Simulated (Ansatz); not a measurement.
FH₇OSi₃ (`F[SiH]([SiH3])O[SiH3]`), relaxed with RKS PBE0-D4/def2-TZVP in Ansatz 0.2.0 from a PBE-D4/def2-SVP geometry. The force threshold is 0.005 eV/Å; the program also tests the step.

Total charge 0; spin multiplicity 1.

Start:

```xyz
12

F     0.545    2.277   -0.345
Si   -0.429    1.008   -0.718
Si   -1.677    0.501    1.212
O     0.520   -0.286   -1.158
Si    1.757   -1.285   -0.611
H    -1.237    1.396   -1.921
H    -2.595   -0.661    0.940
H    -2.501    1.687    1.638
H    -0.740    0.128    2.330
H     1.940   -2.377   -1.623
H     1.388   -1.886    0.720
H     3.031   -0.502   -0.465
```

**Question.** By how much does the energy fall, and how many steps does the optimiser take? (Best estimate.)

**Answer.** Ansatz gave: 0.10 eV, in 18 steps.

**Question.** Which bonds change most? (Best estimate.)

**Answer.** Computed: F1–Si2 from 1.642 to 1.601 Å; O4–Si5 from 1.682 to 1.640 Å; Si2–O4 from 1.664 to 1.623 Å; Si5–H12 from 1.503 to 1.483 Å.

**Question.** Give the relaxed structure. (Estimate.)

**Answer.** Computed: 
```xyz
12

F     0.458    2.372   -0.337
Si   -0.379    1.054   -0.691
Si   -1.637    0.466    1.200
O     0.658   -0.127   -1.098
Si    1.722   -1.275   -0.607
H    -1.189    1.372   -1.890
H    -2.399   -0.781    0.920
H    -2.597    1.553    1.531
H    -0.742    0.232    2.365
H     1.695   -2.383   -1.591
H     1.325   -1.785    0.732
H     3.085   -0.696   -0.533
```
